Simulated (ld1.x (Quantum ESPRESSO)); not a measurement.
# What one change does to a pseudopotential (lead (Pb), TM)

ld1.x (Quantum ESPRESSO) 7.5 input, shortened:

```
&input
   title='Pb', zed=82., rel=1, dft='PBESOL', iswitch=3,
   config='[Xe] 4f14 5d10 6s2 6p1'
 /
 &inputp
   pseudotype=2, tm=.true., lloc=0,
   nlcc=.false.
 /
2
6P  2  1   1.00   0.00  2.75  2.75  0.0
6S  1  0   2.00   0.00  1.45  1.45  0.0
 &test
   configts(1)='6s2 6p1'
 /
```

All-electron outer shells of the reference configuration (PBEsol, scalar-relativistic, ld1.x):

| shell | level (eV) | outermost node (bohr) | outermost maximum (bohr) |
| --- | --- | --- | --- |
| 6s | -19.31 | 1.01 | 1.95 |
| 6p | -9.88 | 1.18 | 2.50 |

Change: all radii scaled by about 1.16 (s 1.68, p 3.18 bohr).

Cutoffs: the cutoffs (Ry, on a coarse ladder) from which the occupation-weighted sum of valence levels, in a spherical-Bessel basis at the reference potential, stays within 10 and 1 mRy of its value at 400 Ry; they do not see the model core or the augmentation charge, which bear on the density cutoff. Errors are all-electron minus pseudo energies relative to the spin-unpolarised reference configuration.

Problem. How do hardness, ghosts and transferability respond?

Solution. The potential gets softer (90 Ry and 180 Ry → 30 Ry and 80 Ry); both files keep a bound ghost (d); of the 7 tests that both files solve, the error grows in 0 and shrinks in 6 by more than 15 % and 0.3 meV (median size 33.6 → 17.3 meV). A larger radius leaves more room for a smooth pseudo-wave, so fewer plane waves are needed. That the errors move this way runs against the usual rule that smaller radii transfer better.

```csv
quantity,base,changed
"cutoff, loose",90 Ry,30 Ry
"cutoff, tight",180 Ry,80 Ry
loose cutoff by channel (10 mRy a level),"p 8 Ry, s 40 Ry","p 6 Ry, s 25 Ry"
bound ghosts,d,d
"error for 6s2 6p2, meV [ΔE -6.60 eV]",+13,+9.9
"error for 6s2 6p0, meV [ΔE 13.45 eV]",+34,+17
"error for 6s1 6p0, meV [ΔE 45.93 eV]",+155,+87
"error for 6s1 6p3, meV [ΔE 2.17 eV]",+52,+54
"error for 6s0 6p4, meV [ΔE 11.31 eV]",+191,+157
"error for 6s2 6p1.5, meV [ΔE -4.10 eV]",+5.3,+4.0
"error for 6s2 6p2.3, meV [ΔE -7.40 eV]",+18,+14
```

 A true bound ghost makes a file unfit for plane-wave use even where its test errors are small: the radial tests pick states by their node count and pass the ghost by.
